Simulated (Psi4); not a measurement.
Internal rotation in SMILES [SiH3]CCCl, singlet. Scanned: dihedral Si1–C2–C3–Cl4; all other coordinates were relaxed at GFN2-xTB. Points at φ and −φ are mirror images.

Geometry of the scan point at -160° (Å):
```
11

Si    -1.3454     0.5861    -0.0108
C      0.0282    -0.6961    -0.3382
C      1.3441    -0.2992     0.2925
Cl     2.7235    -1.1578    -0.4702
H     -2.5729     0.1119    -0.6470
H     -1.5438     0.7316     1.4321
H     -0.9356     1.8695    -0.5821
H     -0.2619    -1.6881     0.0080
H      0.1652    -0.7738    -1.4187
H      1.5550     0.7611     0.1517
H      1.3760    -0.5368     1.3547
```

Calculation: Psi4 with DF-MP2 (frozen core)/cc-pVTZ // GFN2-xTB.

Scanned values (°): -160, -140, -120, -100, -80, -60, -40, -20, 0, 20, 40, 60, 80, 100, 120, 140, 160, 180.

Task: Describe the profile: where are the wells and the tops?

Result: Lower than their neighbours: -60° (0.031 eV), 60° (0.031 eV), 180° (0.000 eV). Higher than their neighbours: -120° (0.180 eV), 0° (0.206 eV), 120° (0.180 eV). The whole profile spans 0.206 eV.
